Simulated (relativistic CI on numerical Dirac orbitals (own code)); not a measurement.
**Hg LXVII: computed level list**

Method of calculation: Dirac-Coulomb-Breit CI, separate exchange-only KLI orbitals for each configuration, a model potential for QED, unscaled Slater integrals (own radial code, finite nucleus).

Configurations in the expansion (outside the closed core [Ne]): 3s2 3p2, 3s2 3p 3d, 3s 3p3, 3s2 3d2, 3p4, 3s 3p2 3d, 3p2 3d2, 3s 3p 3d2, 3p3 3d, 3s2 3d 4s, 3s2 3d 4p, 3s 3p 3d 4s, 3s2 3p 4s, 3p3 4s, 3s 3p 3d 4p, 3p3 4p. Levels of other configurations are missing.

The lowest level is 3s2 3p2 3P_0, with 68 % of that term; Hund's rules for 3s2 3p2 give 3P with J = 0, in agreement.

| No. | Configuration | Term | J | E (10³ cm⁻¹) | % | Next component (%) | Landé g |
| --- | --- | --- | --- | --- | --- | --- | --- |
| 1 | 3s2 3p2 | 3P | 0 | 0.0 | 68 | 31 1S |  |
| 2 | 3s2 3p2 | 3P | 1 | 4117.2 | 100 |  | 1.486 |
| 3 | 3s2 3p2 | 1D | 2 | 4200.4 | 65 | 35 3P | 1.156 |
| 4 | 3s 3p3 | 3P° | 2 | 5667.8 | 47 | 26 5S° | 1.509 |
| 5 | 3s 3p3 | 3D° | 1 | 5908.4 | 26 | 24 1P° | 1.045 |
| 6 | 3s2 3p 3d | 3F° | 2 | 6078.7 | 74 | 19 1D° | 0.751 |
| 7 | 3s2 3p 3d | 3D° | 1 | 6492.5 | 42 | 25 1P° | 0.885 |
| 8 | 3s2 3p 3d | 3P° | 2 | 7198.3 | 46 | 34 3D° | 1.280 |
| 9 | 3s2 3p 3d | 3F° | 3 | 7212.1 | 50 | 28 1F° | 1.100 |
| 10 | 3s 3p2 3d | 3D | 1 | 7671.1 | 45 | 37 5F | 0.449 |
| 11 | 3s 3p2 3d | 3D | 2 | 7738.5 | 30 | 17 5F | 1.115 |
| 12 | 3s2 3p2 | 3P | 2 | 8383.5 | 64 | 34 1D | 1.310 |
| 13 | 3s2 3p2 | 1S | 0 | 8566.2 | 67 | 31 3P |  |
| 14 | 3s 3p2 3d | 3D | 3 | 8749.9 | 36 | 19 5D | 1.336 |
| 15 | 3s 3p2 3d | 3F | 2 | 8877.2 | 27 | 25 3D | 1.028 |
| 16 | 3s 3p3 | 3D° | 2 | 9696.0 | 49 | 45 5S° | 1.525 |
| 17 | 3s 3p3 | 3D° | 3 | 9868.2 | 94 | 3 3s2 3p 3d 3F° | 1.308 |
| 18 | 3s 3p3 | 3P° | 0 | 9964.3 | 84 | 15 3s2 3p 3d 3P° |  |
| 19 | 3s 3p3 | 1D° | 2 | 10094.8 | 53 | 14 3s2 3p 3d 3D° | 1.084 |
| 20 | 3s 3p3 | 3P° | 1 | 10103.1 | 31 | 19 3D° | 1.263 |
| 21 | 3s 3p3 | 3S° | 1 | 10212.0 | 30 | 29 3P° | 1.332 |
| 22 | 3s2 3p 3d | 3F° | 3 | 10534.4 | 46 | 38 1F° | 1.074 |
| 23 | 3s2 3p 3d | 3P° | 1 | 10592.0 | 44 | 31 3D° | 1.116 |
| 24 | 3s2 3p 3d | 3D° | 2 | 10593.0 | 37 | 22 3s 3p3 1D° | 1.055 |
| 25 | 3s2 3p 3d | 3P° | 0 | 10599.8 | 84 | 15 3s 3p3 3P° |  |
| 26 | 3s2 3p 3d | 3F° | 4 | 11255.7 | 99 |  | 1.235 |
| 27 | 3s2 3p 3d | 3P° | 2 | 11348.2 | 43 | 42 1D° | 1.219 |
| 28 | 3s 3p2 3d | 5F | 2 | 11527.1 | 28 | 18 3F | 1.143 |
| 29 | 3s2 3p 3d | 3D° | 3 | 11545.4 | 63 | 34 1F° | 1.202 |
| 30 | 3s 3p2 3d | 5D | 0 | 11579.5 | 76 | 16 3P |  |
| 31 | 3s 3p2 3d | 5D | 1 | 11603.7 | 50 | 23 5F | 1.119 |
| 32 | 3s2 3p 3d | 1P° | 1 | 11640.2 | 62 | 25 3P° | 1.070 |
| 33 | 3s 3p2 3d | 5F | 3 | 11657.1 | 42 | 36 3F | 1.121 |
| 34 | 3p4 | 3P | 2 | 11723.8 | 33 | 17 1D | 1.204 |
| 35 | 3s 3p2 3d | 3G | 4 | 11815.1 | 31 | 28 3F | 1.147 |
| 36 | 3p4 | 1S | 0 | 11846.9 | 44 | 24 3P |  |
| 37 | 3s 3p2 3d | 3F | 2 | 11937.1 | 56 | 12 3P | 0.906 |
| 38 | 3s 3p2 3d | 3D | 3 | 12004.7 | 33 | 17 3F | 1.239 |
| 39 | 3s 3p2 3d | 3P | 1 | 12046.6 | 28 | 27 5P | 1.638 |
| 40 | 3s 3p2 3d | 3D | 2 | 12075.3 | 27 | 19 5P | 1.353 |
| 41 | 3s 3p2 3d | 3G | 3 | 12085.7 | 43 | 23 3F | 0.956 |
| 42 | 3s 3p2 3d | 3D | 1 | 12096.4 | 46 | 17 1P | 0.831 |
| 43 | 3s 3p2 3d | 3F | 2 | 12335.3 | 29 | 15 1D | 0.958 |
| 44 | 3s 3p2 3d | 3D | 1 | 12336.2 | 44 | 22 3P | 0.966 |
| 45 | 3s 3p2 3d | 3P | 0 | 12366.2 | 50 | 19 3s2 3d2 3P |  |

Energies count from the lowest computed level; ° marks odd parity.

The mean weight of the leading LS term, summed over parents, in these 45 levels is 50 %, and that of the leading jj configuration (from the same eigenvectors) 90 %, so jj coupling describes them better and the LS labels are nominal.

At this charge energies of transitions that change n are usually good to better than 1 %, and those within a shell (Δn = 0) to a few per cent.

LS names give the leading component of a level, which can be under half, so a name can repeat, a term be missing and a line seem to break the LS rules.
